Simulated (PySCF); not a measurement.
**Ionisation energy of Tl by level of theory**

Tl [Xe] 4f14 5d10 6s2 6p1 (2P) → Tl+ [Xe] 4f14 5d10 6s2 (1S), as a difference of total energies. All numbers are calculated (PySCF 2.14, scalar relativity through the core potential, in aug-cc-pVDZ-PP with ECP60MDF). Correlated levels: valence: 5s2 5p6 5d10 frozen. The calculations carry no spin-orbit coupling.

| method | ionisation energy (eV) |
| --- | --- |
| UHF | 4.999 |
| LDA | 5.577 |
| PBE | 5.413 |
| PBE0 | 5.427 |
| r2SCAN | 5.486 |
| B97-3 | 5.221 |
| M06 | 5.193 |
| wB97M-V | 5.387 |
| PW91 | 5.466 |
| MP2 (valence) | 5.127 |
| SCS-MP2 (valence) | 5.105 |

Question: How much does correlation contribute at MP2 (valence)?

Answer: 5.127 − (4.999) = 0.128 eV, measured against UHF.

Errors of the correlated levels include the incompleteness of this basis and the frozen core.

For comparison: 5.464 eV (measured; NIST levels, between the centres of gravity of the two terms).
